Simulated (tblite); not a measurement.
C4H10NSSi (doublet state).
Geometry (GFN2-xTB, Å), atoms numbered from 1 in this order:
```
atom  x, y, z in Å
C1    -1.733    1.105    1.202
Si2   -1.063   -0.511    0.465
C3    -1.142   -0.527   -1.440
C4     0.752   -0.845    1.066
C5     1.601    0.111    0.337
N6     2.127   -0.300   -0.838
S7     1.800    1.676    0.823
H8    -1.938    1.017    2.264
H9    -0.993    1.895    1.076
H10   -2.649    1.419    0.710
H11   -0.544    0.284   -1.853
H12   -2.162   -0.394   -1.789
H13   -0.773   -1.459   -1.859
H14    1.054   -1.873    0.872
H15    0.800   -0.653    2.134
H16    2.719    0.337   -1.345
H17    2.136   -1.272   -1.095
```

All values are computed: GFN2-xTB (tblite) harmonic vibrations without scaling, gas phase. The method is semi-empirical: single wavenumbers can be off by several per cent or more. One conformer, not necessarily the lowest. Open shells enter through the occupations alone, without spin polarisation, and single modes of such species can be off by tens of per cent.

Harmonic wavenumbers (cm⁻¹): 30.7, 87.8, 105.5, 116.2, 125.6, 153.5, 171.8, 198.7, 267.7, 346.7, 392.9, 494.5, 503.3, 628.1, 717.6, 746.0, 762.9, 787.4, 792.7, 837.2, 843.6, 852.6, 961.0, 1075.2, 1152.3, 1264.7, 1342.6, 1359.3, 1365.0, 1451.2, 1459.5, 1472.1, 1473.5, 1478.7, 1485.9, 2982.6, 2990.9, 2997.8, 3031.9, 3034.8, 3040.7, 3042.6, 3048.3, 3449.1, 3520.7.

A = 2301, B = 1326, C = 1053 MHz; mass 132.030 u (most abundant isotopes); point group C1, symmetry number 1; spin multiplicity 2.

**Question.** What is the zero-point energy?

**Answer.** Half the sum of the wavenumbers: 29222 cm⁻¹ = 349.57 kJ/mol.

**Question.** Give the ideal-gas entropy at 350 K and 1 bar in the rigid-rotor, harmonic-oscillator model (classical rotation).

**Answer.** Translation 173.09, rotation 123.31, vibration 163.82, spin (R ln 2) 5.76: S = 466.0 J/(mol K).

**Question.** And Cp and H(350 K) − H(0)?

**Answer.** Cp = 180.50 J/(mol K), of which vibrations give 147.24 (their classical limit is 45 R = 374.2); H(350 K) − H(0) = 40.12 kJ/mol without the zero-point energy, 28.48 from vibrations.

**Question.** How do the functions run with temperature in this model?

**Answer.** 
```csv
T (K),S (J/(mol K)),Cp (J/(mol K)),H − H(0) (kJ/mol),G − H(0) (kJ/mol),ln q(vib)
100,306.9,89.7,6.06,-24.63,2.29
200,381.0,127.4,16.96,-59.23,5.52
300,439.5,163.5,31.51,-100.33,8.50
500,538.0,223.8,70.59,-198.40,13.96
800,656.7,281.2,147.07,-378.32,21.23
1000,722.4,307.1,206.02,-516.38,25.57
```

q(vib) and H(0) count from the zero-point level.

**Question.** Which modes carry the vibrational entropy at 350 K?

**Answer.** 30.7 cm⁻¹: 25.53; 87.8 cm⁻¹: 16.83; 105.5 cm⁻¹: 15.33; 116.2 cm⁻¹: 14.54; 125.6 cm⁻¹: 13.90; 153.5 cm⁻¹: 12.28 J/(mol K); the other 39 give 65.41 together.

**Question.** Blend soft modes into free rotors: weight 1/[1 + (100 cm⁻¹/ν̃)⁴] for the oscillator and the rest for a rotor with moment μB/(μ + B), μ = h/(8π²ν), B = 10⁻⁴⁴ kg m². What vibrational entropy results?

**Answer.** 150.40 J/(mol K) in place of 163.82, which changes −T·S at 350 K by +4.70 kJ/mol.

Hindered rotation and anharmonicity are outside this model. Other conformers, if any are populated, would add a mixing term that is left out. The structure is chiral; the term R ln 2 for an equal mix with its mirror image is left out.
